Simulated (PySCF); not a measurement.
# Electron correlation in Sb- (antimony, charge -1)

[Kr] 4d10 5s2 5p4, high-spin 3P determinant. Calculation: PySCF 2.14, in aug-cc-pVDZ-PP with ECP28MDF (5s4p3d, 32 functions); a scalar-relativistic core potential. Frozen: 4s2 4p6 4d10; 6 electrons correlated.

```csv
level,correlation energy (mhartree)
CCSD,-81.67
(T),-2.29
CCSD(T),-83.96
CCSDT,-84.56
```

Diagnostics: T1 = 0.014, D1 = 0.0281, largest double amplitude 0.057.

Task: Is a single reference adequate?

Result: Yes, within this model without spin-orbit coupling: T1 lies below 0.03 and no double amplitude reaches 0.07.
